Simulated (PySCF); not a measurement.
# How methods differ on the interval between two levels of Sb⁺

Sb⁺ [Kr] 4d10 5s2 5p2 [3P2, M_J = 2] → Sb⁺ [Kr] 4d10 5s2 5p1 5d1 [3F4, M_J = 4], as a difference of total energies. Computed with PySCF 2.14 in x2c-TZVPall-2c with one added diffuse shell each of s, p, d, f type (9s10p6d3f, 90 functions), with the two-component X2C-1e Hamiltonian. Correlated levels: [Ar] 3d10 frozen; the 6 highest virtual spinors dropped. "Screened" scales the spin-orbit matrix elements by Boettger's factors to mimic the two-electron term; Breit and QED terms are absent.

| method | interval between two levels (cm⁻¹) |
| --- | --- |
| GHF (spin-free) | 71557 |
| GMP2 (spin-free) | 74363 |
| GHF (screened spin-orbit) | 72952 |
| GMP2 (screened spin-orbit) | 75688 |

The spin-free rows relax to the high-spin LS determinant and lack the spin-orbit shift.

Errors of the correlated levels include the incompleteness of this basis and the frozen core.

The labels give the starting determinants; with spin-orbit coupling the two ends relaxed to ⟨J²⟩ = 6.01, ⟨L²⟩ = 2.52, ⟨S²⟩ = 1.78 and ⟨J²⟩ = 20.02, ⟨L²⟩ = 12.03, ⟨S²⟩ = 2.02.

For comparison: 75425 cm⁻¹ (measured; NIST Handbook of Basic Atomic Spectroscopic Data (Sansonetti and Martin, J. Phys. Chem. Ref. Data 34, 1559 (2005))).
